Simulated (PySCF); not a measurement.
The numbers are results of r2SCAN-D4/def2-TZVP run with PySCF 2.14.0, not measurements. Gas-phase values, no solvent. One relaxed conformer stands for a flexible species; it need not be the lowest. Excitations are Tamm–Dancoff values on a coarser integration grid. The basis has no diffuse functions, so Rydberg states are missing or too high.

Reference species (SMILES): `[SH][Ga]([Cl])[Cl]` (H–S–Ga–Cl torsion 180°) (neutral, multiplicity 1).

The S1–T1 gap (TDA) comes out as 0.44 eV and the S1 excitation (TDA) is 5.25 eV.

Changed species: `[Cl][Ga]([Cl])[Cl]` (0 of 3 Cl replaced by SH; the reference has 1 of 3 Cl replaced by SH).

Give the shifts of the S1–T1 gap (TDA) and S1 excitation (TDA).

the S1–T1 gap (TDA) falls by 0.06 eV, to 0.38 eV; the S1 excitation (TDA) goes up by 0.64 eV, to 5.89 eV.
